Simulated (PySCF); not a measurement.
**A search over the determinants of NaBr**

Unrestricted PBE0; PySCF, no relativity, basis sets Na 6-31G(d,p), Br 6-31G(d,p). Outer shells of the fragments: Na 3s1; Br 3d10 4s2 4p5.

Followed along the bond (rough minima from three points):

```json
{"2Ms+1": "1", "unpaired": "none", "⟨S²⟩ at the start": "0.00", "R at minimum (Å)": "2.52", "Te (eV)": "0.00"}
{"2Ms+1": "3", "unpaired": "σ ↑, π ↑", "⟨S²⟩ at the start": "2.00", "R at minimum (Å)": "none in the scan", "Te (eV)": "≤ 3.80"}
```

Solutions found at the starting distance of 2.690 Å, counted from the lowest of them; the search is not exhaustive and high or unbound solutions are not listed, so other states can lie among these:

```json
{"2Ms+1": "1", "unpaired": "none", "term": "¹Σ⁺", "E (eV)": "0.00", "⟨S²⟩": "0.00", "⟨Lz²⟩": "0.00", "μ (D)": "-9.70"}
{"2Ms+1": "3", "unpaired": "σ ↑, π ↑", "term": "³Π", "E (eV)": "3.86", "⟨S²⟩": "2.00", "⟨Lz²⟩": "1.00", "μ (D)": "2.74"}
{"2Ms+1": "1", "unpaired": "σ ↑, π ↓", "term": "mixed", "E (eV)": "3.88", "⟨S²⟩": "1.00", "⟨Lz²⟩": "1.00", "μ (D)": "2.91"}
{"2Ms+1": "3", "unpaired": "σ ↑↑", "term": "³Σ⁺", "E (eV)": "4.21", "⟨S²⟩": "2.00", "⟨Lz²⟩": "0.00", "μ (D)": "2.65"}
{"2Ms+1": "3", "unpaired": "π ↑↑", "term": "mixed", "E (eV)": "5.40", "⟨S²⟩": "2.00", "⟨Lz²⟩": "2.00", "μ (D)": "1.40"}
{"2Ms+1": "3", "unpaired": "π ↑↑", "term": "mixed", "E (eV)": "5.49", "⟨S²⟩": "2.00", "⟨Lz²⟩": "2.00", "μ (D)": "1.49"}
{"2Ms+1": "3", "unpaired": "σ ↑, π ↑", "term": "³Π", "E (eV)": "5.90", "⟨S²⟩": "2.00", "⟨Lz²⟩": "1.00", "μ (D)": "1.30"}
```

A term symbol is given only where ⟨S²⟩ and ⟨Lz²⟩ are close to those of a pure state; real π, δ and φ orbitals otherwise mix terms. A positive dipole means Na(−)Br(+).

The measured ground state is X ¹Σ+ (Huber and Herzberg, Constants of Diatomic Molecules (1979)).

Counting both spins, an empty level lies below a filled one in some of these solutions, because spin and occupation are held.
